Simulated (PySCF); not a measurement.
BOCl, SMILES O=BCl.

Geometry: r2SCAN-D4/def2-TZVP.

Two levels are set side by side: PBE/def2-TZVPD (PySCF) and PBE0/def2-TZVPD (PySCF). Same geometry, gas phase. Differences are taken from unrounded values.

```csv
quantity,PBE0,PBE,PBE minus PBE0
orbital gap (eV),9.35,7.15,-2.20
highest occupied level (eV),-9.96,-8.47,1.49
lowest empty level (eV),-0.61,-1.32,-0.71
dipole moment (D),2.82,2.67,-0.15
mean polarisability (bohr³),29.1,30.4,1.3
```

PBE's occupied levels lie high since its potential decays too fast outside the molecule; exact exchange lowers them and widens the gap. Loosely held outer electrons make PBE densities more polarisable. Differences between two approximate levels are no errors against the true value.

Rough cost on one machine, each run with all the roots and properties that it gave: PBE0 against PBE within a factor of 2.
